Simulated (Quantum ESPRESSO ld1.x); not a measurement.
The numbers below are computed, except where a source is named.
Problem. The mean radii <r> (bohr) of the occupied orbitals of an atom or ion are listed with their occupations. Code: ld1.x of Quantum ESPRESSO 7.5. Model: Dirac Kohn-Sham, PBE, spin-unpolarised, spherical densities, point nucleus.

orbital  occ.      <r>
1s1/2       2  0.01677

Name the element and its charge. Open shells, if any, fill j = l - 1/2 first.

Solution. Z = 79, gold, charge +77: Au77+ in [He]. The 1s radius gives Z: for a bare nucleus <r> = (2 gamma + 1)/(2Z) with gamma = sqrt(1 - (Z/c)^2), 0.01667 bohr for Z = 79, and screening makes it slightly larger (0.01677 here). The occupations add up to 2, and the charge is Z minus that.
